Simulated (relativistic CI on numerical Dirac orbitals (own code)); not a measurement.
## Calculated levels, Ba40+

Method of calculation: Dirac-Coulomb-Breit CI, separate exchange-only KLI orbitals for each configuration, model QED (radiative potential, 1s self-energy scaled to tabulated hydrogen-like ionisation energies), unscaled Slater integrals (own radial code, finite nucleus).

Configuration list (outside the closed core [Ne]): 3s2.3p4, 3s.3p5, 3s2.3p3.3d, 3p6, 3s.3p4.3d, 3p5.3d, 3s.3p3.3d2, 3s2.3p2.3d.4p, 3p5.4s, 3s.3p3.3d.4s, 3p5.4p, 3s2.3p3.4s, 3s2.3p2.3d2, 3s2.3p.3d3, 3s.3p2.3d3, 3s2.3p.3d2.4s, 3p4.3d2, 3p3.3d3, 3p3.3d2.4s, 3s2.3p2.3d.4s, 3s.3p2.3d2.4s, 3s2.3p.3d.4s2. Double excitations out of closed p, d and f shells are left out; levels of such configurations are missing from the list, as are those of other unlisted configurations, and high levels can miss mixing partners.

The lowest level is 3s2.3p4 3P_2, with 71 % of that term; Hund's rules for 3s2.3p4 give 3P with J = 2, in agreement.

```csv
No.,Configuration,Term,J,E (cm⁻¹),%,Next component (%),Landé g
1,3s2.3p4,3P,2,0,71,28 1D,1.351
2,3s2.3p4,1S,0,109330,59,39 3P,
3,3s2.3p4,3P,1,727867,98,1 3s2.3p2.3d2 3P,1.495
4,3s2.3p4,1D,2,787379,70,28 3P,1.135
5,3p3(2D°).3d,3F°,2,1315298,30,29 3D°,1.063
6,3p3(4S°).3d,5D°,1,1347554,30,26 3P°,1.179
7,3p3(2P°).3d,3P°,0,1359853,53,35 5D°,
8,3p3(2P°).3d,3F°,3,1360992,28,21 3D°,1.154
9,3p3(2P°).3d,3P°,2,1490895,29,23 3D°,1.315
10,3p3(2P°).3d,3F°,4,1512121,45,34 5D°,1.282
11,3s2.3p4,3P,0,1558082,59,39 1S,
12,3p3(2P°).3d,3D°,3,1652884,29,20 1F°,1.148
13,3p3(2D°).3d,3P°,1,1693141,31,29 3D°,1.105
14,3s.3p5,3P°,2,1738649,62,14 3s2.3p3.3d 3D°,1.423
15,3s.3p5,3P°,1,1845982,29,26 1P°,1.104
16,3p3(2D°).3d,3F°,2,1997576,45,27 3D°,1.017
17,3p3(4S°).3d,5D°,0,1998611,44,31 1S°,
18,3p3(2D°).3d,3D°,1,2005285,51,30 5D°,0.937
19,3p3(2D°).3d,3F°,3,2040667,39,25 3G°,1.105
20,3p3(2D°).3d,3G°,4,2100201,52,29 1G°,1.067
21,3p3(2D°).3d,3D°,3,2163198,58,28 5D°,1.334
22,3p3(2P°).3d,3F°,2,2165341,56,27 1D°,0.865
23,3p3(4S°).3d,5D°,4,2178497,47,20 1G°,1.276
24,3p3(2D°).3d,3P°,0,2217861,41,35 1S°,
25,3p3(2D°).3d,3D°,1,2218742,36,31 1P°,0.958
26,3p3(2D°).3d,3F°,4,2246297,69,28 1G°,1.175
27,3p3(2D°).3d,3G°,5,2268921,99,1 3s.3p3.3d2 3G°,1.193
28,3p3(4S°).3d,3D°,3,2273547,54,18 3F°,1.173
29,3p3(2D°).3d,3P°,2,2288142,39,18 1D°,1.282
30,3p3(2D°).3d,3S°,1,2302447,49,24 3P°,1.619
31,3p3(2P°).3d,3D°,2,2367733,52,31 3P°,1.254
32,3p3(2P°).3d,1P°,1,2384226,31,29 3D°,1.029
33,3p3(2P°).3d,3F°,3,2410397,36,32 1F°,1.129
34,3p3(4S°).3d,3D°,2,2430050,41,27 3F°,1.065
35,3p3(4S°).3d,3D°,1,2466890,33,32 1P°,1.035
36,3p3(2D°).3d,1F°,3,2473184,47,18 3F°,1.051
37,3s.3p5,3P°,0,2509674,53,18 3s2.3p3.3d 3P°,
38,3p3(2D°).3d,1D°,2,2528527,41,31 3P°,1.201
39,3s.3p5,1P°,1,2663046,35,25 3P°,1.331
40,3p2(1S).3d2(3F),3F,2,2678926,35,28 5G,0.729
41,3p2(1S).3d2(3P),3P,0,2789844,49,31 5D,
42,3s.3p4(3P)<4P>.3d,5D,3,2838773,19,16 3s2.3p2.3d2 3F,1.216
43,3s.3p4(3P)<4P>.3d,5D,2,2860981,28,17 5P,1.443
44,3s.3p4(3P)<4P>.3d,5P,1,2868935,24,18 5D,1.759
45,3s.3p4(3P)<4P>.3d,5D,4,2903613,18,17 5F,1.273
```

Energies count from the lowest computed level; ° marks odd parity. Percentages are summed over parent terms; the parents shown are those of the largest component, closed shells are left out there, and <> holds an intermediate term.

The mean weight of the leading LS term, summed over parents, in these 45 levels is 45 %, and that of the leading jj configuration (from the same eigenvectors) 82 %, so jj coupling describes them better and the LS labels are nominal.

At this charge energies of transitions that change n are usually good to better than 1 %, and those within a shell (Δn = 0) to a few per cent.

LS names give the leading component of a level, which can be under half, so a name can repeat, a term be missing and a line seem to break the LS rules.
